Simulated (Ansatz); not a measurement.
`[CH3][Zn][N](C)C`, charge 0, multiplicity 1.

Question: Give a relaxed structure at PBE0-D4/def2-TZVP (Ansatz). (Best estimate.)

Answer: Ansatz gave: 
```xyz
14

C     0.1257    1.5549    2.5846
Zn    0.0442    0.5633    0.9347
N    -0.0292   -0.3748   -0.6217
C     0.6448    0.0168   -1.8276
C    -0.7743   -1.5910   -0.7880
H     0.3028    0.8870    3.4306
H    -0.8053    2.0967    2.7645
H     0.9409    2.2817    2.5541
H    -0.0594    0.1886   -2.6592
H     1.2104    0.9424   -1.6874
H     1.3580   -0.7512   -2.1716
H    -1.5492   -1.4991   -1.5678
H    -0.1286   -2.4355   -1.0826
H    -1.2808   -1.8799    0.1374
```
This is one stationary point; other conformers may exist.
